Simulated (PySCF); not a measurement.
2-hydroxy-1,3,2-dioxaborolane (C₂H₅BO₃), SMILES OB1OCCO1. Atoms are numbered in the order given.

```xyz
11

O     -0.1167    -2.1148     0.0000
B     -0.0466    -0.7662     0.0000
O     -1.1603     0.0256     0.0000
C     -0.7379     1.3727     0.0000
C      0.8093     1.3185     0.0000
O      1.1306    -0.0583     0.0000
H      0.7587    -2.5131     0.0000
H     -1.1366     1.8873    -0.8898
H     -1.1366     1.8873     0.8898
H      1.2451     1.8012     0.8901
H      1.2451     1.8012    -0.8901
```
Charge 0, spin multiplicity 1.

Geometry: PBE0-D3(BJ)/def2-SVP. A frequency run showed that this geometry is not a minimum. Other conformers were not sampled.

All values below come from PBE/def2-TZVP (PySCF).

ESP charges are fitted to the potential on shells at 1.4 to 2.0 van der Waals radii. Atomic charges (e):

```
atom  ESP fit  Löwdin
----  -------  ------
O1      -0.69    0.22
B2       0.82   -1.12
O3      -0.37    0.38
C4      -0.11   -0.27
C5       0.16   -0.27
O6      -0.52    0.35
H7       0.43    0.21
H8       0.10    0.13
H9       0.10    0.13
H10      0.05    0.13
H11      0.05    0.13
```

Computed Mayer and Wiberg (Löwdin basis) orders of the bonds:
| bond | Mayer | Wiberg |
|---|---|---|
| O1–B2 | 1.36 | 2.02 |
| B2–O3 | 1.25 | 1.78 |
| O3–C4 | 1.02 | 1.38 |
| C4–C5 | 1.01 | 1.18 |
| B2–O6 | 1.23 | 1.76 |
| C5–O6 | 1.02 | 1.38 |
| O1–H7 | 0.87 | 0.94 |
| C4–H8 | 0.95 | 0.88 |
| C4–H9 | 0.95 | 0.88 |
| C5–H10 | 0.95 | 0.88 |
| C5–H11 | 0.95 | 0.88 |
